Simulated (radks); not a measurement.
The iodine anion I-, [Xe], held by a Watson sphere: a shell of charge +1 at radius R that stands for the Madelung well of a crystal (potential energy -1/R inside, -1/r outside, in hartree with lengths in bohr). Method: scalar-relativistic Kohn-Sham, LDA (Slater exchange, VWN5 correlation), spin-polarised, spherical densities, point nucleus; computed with a radial shooting solver on a logarithmic mesh with Libxc functionals. Response by self-consistent Sternheimer equations with the Hartree and adiabatic LDA kernel, the relativistic mass of each level held fixed and spin-orbit coupling left out. The sphere does not respond.

R (bohr)  e(4d) (eV)  e(5s) (eV)  e(5p) (eV)  <r> 5p (bohr)  sum of <r^2> (bohr^2)  X-ray form factor at sin(theta)/lambda = 0.1 1/angstrom  alpha (bohr^3)
2.79         -49.388     -17.562      -7.493          2.511                  70.24                                                   49.674           38.99
3.47         -48.800     -16.734      -6.793          2.580                  73.05                                                   49.569           46.21
3.64         -48.655     -16.545      -6.616          2.593                  73.63                                                   49.549           48.07
4.32         -48.082     -15.855      -5.943          2.635                  75.53                                                   49.492           55.26
5.53         -47.164     -14.857      -4.938          2.675                  77.54                                                   49.444           65.92
